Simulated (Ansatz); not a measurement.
Consider the redistribution: 2 `[GeH3][SiH2][GeH2][GeH3]` → `[GeH3][SiH2][GeH2][SiH2][GeH2][GeH3]` + `[GeH3][GeH3]`.

Gas-phase electronic energies from Ansatz, PBE0-D4/def2-TZVP geometries. CCSD(T)/CBS is the MP2 limit (def2-TZVPP, def2-QZVPP) plus CCSD(T) − MP2 in def2-TZVPP, frozen cores. DFT in def2-TZVPP. B3LYP here is the variant with VWN-RPA as its local correlation; programs differ in this. HSE06 is defined as in plane-wave codes. For Ge outer-core shells are correlated without core-valence functions, which leaves a few kJ/mol of doubt a bond. Scalar relativity is left out up to krypton. Each species was taken in one conformer, which may not be the lowest.

```json
{"level": "B3LYP-D4", "ΔE (kcal/mol)": "-1.4"}
{"level": "HSE06-D4", "ΔE (kcal/mol)": "-1.2"}
{"level": "CAM-B3LYP-D4", "ΔE (kcal/mol)": "-1.1"}
{"level": "HF/CBS(def2)", "ΔE (kcal/mol)": "1.7"}
```

What does CCSD(T)/CBS give? (An estimate is asked.)

The calculation gave: -1.1 kcal/mol. The listed levels differ from it by -0.3, -0.1, 0.0, 2.8 kcal/mol.

Largest T1 diagnostic among the species: 0.012.

From BLYP to BHLYP (50 % exact exchange), in def2-TZVPP and without D4, ΔE moves by −0.7 kcal/mol. Leaving LDA and LC-ωPBE aside and taking each functional with its dispersion term where it has one, the values, not all of them listed here, spread over 1.6 kcal/mol, from BLYP-D4 to B2PLYP. LDA lies −1.8 kcal/mol from PBE without D4. In def2-TZVPP, CCSD(T) changes the Hartree–Fock value by −2.9 kcal/mol (the triples alone add −0.4 kcal/mol) and MP2 by −3.1 kcal/mol.
